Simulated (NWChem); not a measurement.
System: SnN2H6; SMILES [NH2][SnH2][NH2]

Input file for NWChem:

```
start job
memory heap 200 mb stack 900 mb global 1100 mb
geometry units angstroms noautosym nocenter noautoz
  Sn     0.263986    -0.013221    -0.000360
  N     -0.856698    -1.715327     0.073758
  N     -0.954104     1.635157    -0.018362
  H      1.160329     0.110336     1.452361
  H      1.253624    -0.183761    -1.397580
  H     -1.642327    -1.642328     0.718096
  H     -1.232563    -1.988226    -0.832380
  H     -0.501068     2.472579     0.343783
  H     -1.332473     1.866996    -0.934859
end
basis spherical
  * library sto-3g
end
dft
  xc b3lyp
  iterations 150
end
property
  response 1 0.0773
end
task dft property
```

STO-3G and 3-21G are far too small for this property and stand as cheap habits. Coordinates come from a PBE0/def2-SVP (def2 core potentials past Kr) optimisation.

Field at 589 nm.

Question: What results follow from this input? (B3LYP/STO-3G, non-relativistic.) Quantities: isotropic polarisability (bohr³); anisotropy (bohr³).

Answer: The isotropic polarisability (bohr³) comes out as 24.3. The anisotropy (bohr³) comes out as 8.6.
